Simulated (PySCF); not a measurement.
Radial density of Ti (titanium, neutral)

M06, [Ar] 3d4, high-spin 5D determinant (an excited configuration). All numbers are calculated (PySCF 2.14, scalar relativity by spin-free X2C-1e, in x2c-TZVPPall).

| r (bohr) | 4πr²ρ (e/bohr) | 4πr²(ρα − ρβ) |
| --- | --- | --- |
| 0.00132 | 0.1934 | 0.0000 |
| 0.00222 | 0.4954 | 0.0000 |
| 0.00374 | 1.251 | 0.0000 |
| 0.00629 | 3.031 | 0.0001 |
| 0.0106 | 6.841 | 0.0001 |
| 0.0178 | 13.66 | 0.0003 |
| 0.0299 | 22.25 | 0.0004 |
| 0.0503 | 26.11 | 0.0009 |
| 0.0847 | 21.03 | 0.0032 |
| 0.142 | 21.56 | 0.0174 |
| 0.240 | 27.87 | 0.1007 |
| 0.403 | 13.74 | 0.4845 |
| 0.678 | 8.860 | 1.3333 |
| 1.14 | 8.796 | 1.7006 |
| 1.92 | 2.264 | 1.1233 |
| 3.23 | 0.5403 | 0.5190 |
| 5.43 | 0.1278 | 0.1278 |
| 9.13 | 0.004583 | 0.0046 |

Densities and radii are taken from the X2C orbitals without a picture-change correction, which distorts them close to the nucleus.
